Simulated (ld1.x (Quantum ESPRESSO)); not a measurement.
## Cr: excitation energies, all-electron against PAW

ld1.x (Quantum ESPRESSO) 7.5 input, shortened:

```
&input
   title='Cr', zed=24., rel=2, dft='PBESOL', iswitch=3,
   config='[Ar] 3d5 4s0.5 4p0', rel_dist='average'
 /
 &inputp
   pseudotype=3, lpaw=.true., tm=.true., lloc=-1, rcloc=1.40,
   nlcc=.true., new_core_ps=.true., rcore=0.85,
   which_augfun='PSQ', rmatch_augfun_nc=.true.
 /
6
3S  1  0   2.00   0.00  1.40  1.75  0.0
4S  2  0   0.50   0.00  1.40  1.75  0.0
3P  2  1   6.00   0.00  1.35  1.50  0.0
4P  3  1   0.00   0.00  1.35  1.50  0.0
3D  3  2   5.00   0.00  1.45  1.65  0.0
3D  3  2   0.00   0.15  1.45  1.65  0.0
 &test
   configts(1)='3s2 3p6 3d5 4s0.5 4p0'
 /
```

Open shells are filled in proportion to 2j + 1 (rel_dist='average').

Energies are relative to the spin-unpolarised reference configuration 3s2 3p6 3d5 4s0.5 4p0; without spin polarisation the order of configurations can differ from experiment. The frozen-core shift is the all-electron ΔE with the core orbitals held at their reference shape minus the fully relaxed ΔE.

```json
{"valence configuration": "3s2 3p6 3d5 4s1 4p0", "charge": "0", "ΔE all-electron (eV)": "-2.707", "error AE − PS (meV)": "0.0", "frozen-core shift (meV)": "0.0"}
{"valence configuration": "3s2 3p6 3d5 4s0 4p0", "charge": "+1", "ΔE all-electron (eV)": "4.166", "error AE − PS (meV)": "0.0", "frozen-core shift (meV)": "0.0"}
{"valence configuration": "3s2 3p6 3d4 4s0 4p0", "charge": "+2", "ΔE all-electron (eV)": "20.180", "error AE − PS (meV)": "+1.9", "frozen-core shift (meV)": "+0.1"}
{"valence configuration": "3s2 3p6 3d4 4s1 4p0", "charge": "+1", "ΔE all-electron (eV)": "5.303", "error AE − PS (meV)": "+2.1", "frozen-core shift (meV)": "+0.2"}
{"valence configuration": "3s2 3p6 3d4 4s2 4p0", "charge": "0", "ΔE all-electron (eV)": "-2.800", "error AE − PS (meV)": "+2.7", "frozen-core shift (meV)": "+0.3"}
{"valence configuration": "3s2 3p6 3d6 4s0 4p0", "charge": "0", "ΔE all-electron (eV)": "-0.980", "error AE − PS (meV)": "+0.8", "frozen-core shift (meV)": "+0.1"}
{"valence configuration": "3s2 3p6 3d3 4s0 4p0", "charge": "+3", "ΔE all-electron (eV)": "50.885", "error AE − PS (meV)": "+11", "frozen-core shift (meV)": "+0.5"}
```

Levels in the configuration 3s2 3p6 3d6 4s0 4p0:

```tsv
level	all-electron (eV)	pseudo (eV)
3s j=1/2	-71.504	-71.505
3p j=1/2	-43.836	-43.837
3p j=3/2	-42.827	-42.828
3d j=3/2	-1.358	-1.358
3d j=5/2	-1.290	-1.291
```

The ghost test of this file was not conclusive.
